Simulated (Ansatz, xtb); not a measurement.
**C3H8BF: which of two isomers lies lower**

Structure I is `CCB(C)F`, a singlet and structure II is `CCCBF`, a singlet. Both are isolated molecules in the gas phase, relaxed with r2SCAN-D4/def2-SVP; each stands in its lowest conformer found.

Quicker runs give these differences E(II) − E(I): GFN2-xTB −2.9 kcal/mol; HF/STO-3G +11.1 kcal/mol (at GFN2-xTB geometries); r2SCAN-D4/def2-SVP//GFN2-xTB +14.5 kcal/mol.

Q: Estimate which is lower in electronic energy at CCSD(T)/def2-SVP + ΔMP2/def2-TZVPP, and by roughly how much.

A: The CCSD(T)/def2-SVP + ΔMP2/def2-TZVPP calculation puts structure I lower, by 12.5 kcal/mol.

The same difference at several levels:

```tsv
level	geometry	E(II) − E(I) (kcal/mol)	departure from the last row (kcal/mol)	job, with rough time for the two
GFN2-xTB	GFN2-xTB	−2.9	−15.4	optimisation, 0.44 s
HF/STO-3G	GFN2-xTB	+11.1	−1.4	single point, 0.49 s
r2SCAN-D4/def2-SVP//GFN2-xTB	GFN2-xTB	+14.5	+2.0	single point, 3.7 s
r2SCAN-D4/def2-SVP	r2SCAN-D4/def2-SVP	+14.2	+1.7	optimisation, 57 s
HF/def2-SVP	r2SCAN-D4/def2-SVP	+12.9	+0.4	part of the CCSD(T) run
MP2/def2-SVP	r2SCAN-D4/def2-SVP	+12.0	−0.5	part of the CCSD(T) run
CCSD(T)/def2-SVP	r2SCAN-D4/def2-SVP	+11.7	−0.8	single point
CCSD(T)/def2-SVP + ΔMP2/def2-TZVPP	r2SCAN-D4/def2-SVP	+12.5		single point, 44 s
```

As drawn, II has 1 C–C, 1 B–H in place of 1 C–B, 1 C–H.

GFN2-xTB puts the two in the other order. The largest departure from CCSD(T)/def2-SVP + ΔMP2/def2-TZVPP is that of GFN2-xTB, 15.4 kcal/mol. The last row adds to CCSD(T) the change of the MP2 difference between the two basis sets, here +0.8 kcal/mol.

With harmonic frequencies from r2SCAN-D4/def2-SVP (ideal gas, rigid rotor, one conformer each, 298.15 K, 1 atm): on the last row, ΔE + ΔZPE = +12.9 kcal/mol. A mode under 50 cm⁻¹ makes harmonic enthalpies and free energies unreliable, so none is given.

The correlated steps freeze 5 core orbitals. Programs: Ansatz 0.2.0, xtb 6.7.1; the last row on 2 threads of Intel(R) Xeon(R) Processor @ 2.70GHz on a shared host.
